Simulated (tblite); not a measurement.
Compound: C₆H₁₃NSi.
Structure used (GFN2-xTB), in Å, numbered top down from 1:
```xyz
21
C6H13NSi angstrom
C     -2.6002    1.4375    0.6482
C     -1.6597    0.5802    0.2939
C     -1.8959   -0.7839   -0.3005
C     -0.5136   -1.4411   -0.3090
C      0.4502   -0.2672   -0.4873
Si     2.2554   -0.6749   -0.0690
N      3.0796    0.8373   -0.0186
C     -0.1765    0.8103    0.4023
H     -2.3596    2.4068    1.0518
H     -3.6481    1.2060    0.5533
H     -2.2722   -0.6736   -1.3218
H     -2.6350   -1.3539    0.2639
H     -0.3315   -1.9277    0.6516
H     -0.4079   -2.1911   -1.0925
H      0.3700    0.0695   -1.5274
H      2.7642   -1.6513   -1.0490
H      2.3824   -1.2265    1.2820
H      2.8852    1.5277   -0.7257
H      4.0617    0.8434    0.2017
H      0.1088    1.8202    0.1098
H      0.1337    0.6693    1.4417
```

Level: GFN2-xTB in tblite, geometry and Hessian alike; calculated harmonic values, unscaled, isolated species. The method is semi-empirical: single wavenumbers can be off by several per cent or more. Modes of hydrogen on silicon can be 10 to 20 % off. One conformer, not necessarily the lowest.

Harmonic wavenumbers (cm⁻¹): 45.2, 66.3, 115.4, 145.6, 203.4, 243.2, 310.0, 373.1, 410.5, 457.9, 518.7, 545.1, 563.9, 580.3, 682.7, 709.8, 771.5, 801.3, 828.0, 851.7, 885.1, 891.5, 903.4, 934.4, 947.0, 976.3, 1026.0, 1046.7, 1107.7, 1132.2, 1146.5, 1206.1, 1235.0, 1250.4, 1268.2, 1286.2, 1311.8, 1333.4, 1418.8, 1469.8, 1471.0, 1501.8, 1525.6, 1738.1, 2160.5, 2247.5, 2914.3, 2941.5, 2943.1, 2971.1, 2986.3, 2998.5, 2999.6, 3098.0, 3119.5, 3476.8, 3511.8.

A = 3588, B = 966.5, C = 797.5 MHz; mass 127.082 u (most abundant isotopes); point group C1, symmetry number 1.

Problem. What is the zero-point energy?

Solution. Half the sum of the wavenumbers: 38303 cm⁻¹ = 109.51 kcal/mol.

Problem. Give the ideal-gas entropy at 298.15 K and 1 bar in the rigid-rotor, harmonic-oscillator model (classical rotation).

Solution. Translation 40.46, rotation 29.14, vibration 28.16: S = 97.8 cal/(mol K).

Problem. And Cp and H(298.15 K) − H(0)?

Solution. Cp = 39.94 cal/(mol K), of which vibrations give 31.99 (their classical limit is 57 R = 113.3); H(298.15 K) − H(0) = 6.88 kcal/mol without the zero-point energy, 4.51 from vibrations.

Problem. How do the functions run with temperature in this model?

Solution. 
```json
{"T (K)": "50", "S (cal/(mol K))": "58.5", "Cp (cal/(mol K))": "12.9", "H − H(0) (kcal/mol)": "0.50", "G − H(0) (kcal/mol)": "-2.43", "ln q(vib)": "0.53"}
{"T (K)": "100", "S (cal/(mol K))": "69.0", "Cp (cal/(mol K))": "17.8", "H − H(0) (kcal/mol)": "1.27", "G − H(0) (kcal/mol)": "-5.63", "ln q(vib)": "1.67"}
{"T (K)": "373.15", "S (cal/(mol K))": "107.7", "Cp (cal/(mol K))": "48.7", "H − H(0) (kcal/mol)": "10.21", "G − H(0) (kcal/mol)": "-29.97", "ln q(vib)": "8.50"}
{"T (K)": "500", "S (cal/(mol K))": "123.8", "Cp (cal/(mol K))": "61.4", "H − H(0) (kcal/mol)": "17.23", "G − H(0) (kcal/mol)": "-44.66", "ln q(vib)": "11.86"}
{"T (K)": "750", "S (cal/(mol K))": "152.2", "Cp (cal/(mol K))": "78.8", "H − H(0) (kcal/mol)": "34.92", "G − H(0) (kcal/mol)": "-79.26", "ln q(vib)": "18.47"}
{"T (K)": "1000", "S (cal/(mol K))": "176.6", "Cp (cal/(mol K))": "90.1", "H − H(0) (kcal/mol)": "56.12", "G − H(0) (kcal/mol)": "-120.44", "ln q(vib)": "24.74"}
```

q(vib) and H(0) count from the zero-point level.

Problem. What must be added to the electronic energy to get the Gibbs energy at 298.15 K and 1 bar?

Solution. ZPE + [H(298.15 K) − H(0)] − T·S = 109.51 + 6.88 − 29.15 = 87.24 kcal/mol.

Problem. Which modes carry the vibrational entropy at 298.15 K?

Solution. 45.2 cm⁻¹: 5.02; 66.3 cm⁻¹: 4.26; 115.4 cm⁻¹: 3.18; 145.6 cm⁻¹: 2.73; 203.4 cm⁻¹: 2.10; 243.2 cm⁻¹: 1.78 cal/(mol K); the other 51 give 9.10 together.

Hindered rotation and anharmonicity are outside this model. Other conformers, if any are populated, would add a mixing term that is left out. The structure is chiral; the term R ln 2 for an equal mix with its mirror image is left out.

The run took 0.52 s on AMD EPYC 9R45, one thread, shared host. The figure is for the frequency step alone.
